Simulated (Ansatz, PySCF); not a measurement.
Constitutional and geometric isomers with formula C2H5B. All species are isolated molecules in the gas phase. One relaxed conformer stands for each flexible species; it need not be the lowest. Strings in code marks are SMILES.

Quantity: electronic energy of isomers of C2H5B relative to `BC=C`, in kJ/mol. The restricted reference of `BC=C` is unstable towards unrestricted orbitals.

Level 1: B3LYP/6-311+G** // B3LYP-D3(BJ)/def2-TZVP (PySCF)
Level 2: M06-2X/6-31G* // B3LYP-D3(BJ)/def2-TZVP (PySCF)
Level 3: PBE/6-31G* // B3LYP-D3(BJ)/def2-TZVP (PySCF)
Level 4: HF/cc-pVTZ // B3LYP-D3(BJ)/def2-TZVP (Ansatz, a first-principles code)

```tsv
species	level 2	level 3	level 4
`B1CC1`	41.14	41.05	72.1
`[H]/B=C/C`	77.4	72.7	92.0
```

What does level 1 give for each?


- `B1CC1`: 55.3
- `[H]/B=C/C`: 72.9
